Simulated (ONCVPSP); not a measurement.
Ge (Z = 32): excitation energies, all-electron against ONCV

```
Element                 : Ge
Generator               : ONCVPSP 4.0.1
Type                    : optimised norm-conserving Vanderbilt (ONCV)
Functional              : PW91
Relativity              : non-relativistic
Frozen core             : [Ne]
Valence charge          : 22
Reference configuration : 3s2 3p6 3d10 4s1 4p3
Partial waves           : 3s+4s: rc 1.05 bohr, ncon 4, nbas 8, qcut 10 1/bohr, 2 projectors; 3p+4p: rc 1.12 bohr, ncon 5, nbas 8, qcut 17.7 1/bohr, 2 projectors; 3d: rc 1.25 bohr, ncon 4, nbas 8, qcut 10.1 1/bohr, 1 projector
Local potential         : polynomial inside 0.85 bohr (lpopt 5, dvloc0 1 Ha)
Core correction         : none
```

Energies are relative to the spin-unpolarised reference configuration 3s2 3p6 3d10 4s1 4p3; without spin polarisation the order of configurations can differ from experiment.

```tsv
valence configuration	charge	ΔE all-electron (eV)	error AE − PS (meV)
3s2 3p6 3d10 4s2 4p2	0	-7.616	-0.1
3s2 3p6 3d10 4s2 4p1	+1	-0.081	+0.2
3s2 3p6 3d10 4s2 4p0	+2	15.452	+0.8
```

**Question.** What are ΔE and the potential's error for 3s2 3p6 3d10 4s0 4p0?

**Answer.** ΔE = 95.512 eV all-electron; the error (AE − PS) is -13 meV.

Levels in the configuration 3s2 3p6 3d10 4s0 4p0:

```json
{"level": "3s", "all-electron (eV)": "-211.809", "pseudo (eV)": "-212.051"}
{"level": "3p", "all-electron (eV)": "-163.254", "pseudo (eV)": "-163.442"}
{"level": "3d", "all-electron (eV)": "-78.690", "pseudo (eV)": "-78.819"}
```
